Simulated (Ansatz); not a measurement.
Level of theory: Ansatz (an electronic-structure program) with frozen-core CCSD(T)/def2-TZVPP // B3LYP-D3(BJ)/def2-TZVP. The restricted HF reference is unstable towards unrestricted orbitals.

Ansatz 0.2 input:
```yaml
crystal:
  periodic: [false, false, false]
  atoms:
    - { symbol: C, position_ang: [-1.360399, 0.026754, 0.009521] }
    - { symbol: C, position_ang: [-0.064736, -0.068083, -0.013936] }
    - { symbol: C, position_ang: [1.227322, -0.17551, -0.039908] }
    - { symbol: Cl, position_ang: [2.296227, 1.181081, 0.237715] }
    - { symbol: H, position_ang: [-1.925981, 0.256033, -0.887197] }
    - { symbol: H, position_ang: [-1.92059, -0.118199, 0.926974] }
    - { symbol: H, position_ang: [1.748156, -1.102076, -0.233171] }
basis:
  gaussian: { orbitals: def2-TZVPP }
correlation:
  method: ccsd_t
```

Output:

```
Functional definition: HF
1059 factors; integrals over basis functions are off by at most 9.1e-4 eV
mean field evaluation 1: about -15639.7819 eV, gradient 2.5e1 eV
mean field evaluation 2: about -15640.0261 eV, gradient 2.5e1 eV
mean field evaluation 4: about -15641.9512 eV, gradient 3.8e0 eV
mean field evaluation 8: about -15642.0014 eV, gradient 2.5e-1 eV
mean field evaluation 16: about -15639.7799 eV, gradient 2.5e1 eV
mean field -15642.00182482 eV, -574.8329645325 hartree, gradient 2.1e-6 eV, S^2 0.000000; 0 other end points of the search recorded, 0 dependent functions left out; unrestricted orbitals would lower it
8 core orbitals not correlated
reference -15642.00182482 eV, -574.8329645325 hartree; 11, 11 occupied and 158, 158 virtual orbitals, 1059 factors
second order -17.87041914 eV of doubles, -0.00000000 eV of singles
cycle   1  -18.25397326 eV  change   -3.8e-1 eV  update   9.5e-2
cycle   2  -18.73022615 eV  change   -4.8e-1 eV  update   3.1e-2
cycle   3  -18.84198801 eV  change   -1.1e-1 eV  update   1.5e-2
cycle   4  -18.83663315 eV  change    5.4e-3 eV  update   4.2e-3
cycle   5  -18.83797097 eV  change   -1.3e-3 eV  update   1.7e-3
cycle   6  -18.83848930 eV  change   -5.2e-4 eV  update   4.5e-4
cycle   7  -18.83844214 eV  change    4.7e-5 eV  update   1.8e-4
cycle   8  -18.83847605 eV  change   -3.4e-5 eV  update   5.9e-5
cycle   9  -18.83849187 eV  change   -1.6e-5 eV  update   2.2e-5
perturbative correction -0.93007666 eV, -0.0341796866 hartree
Total energy: -15661.77039335 eV, -575.5594460263 hartree
```

Cost: roughly 80 core-seconds.
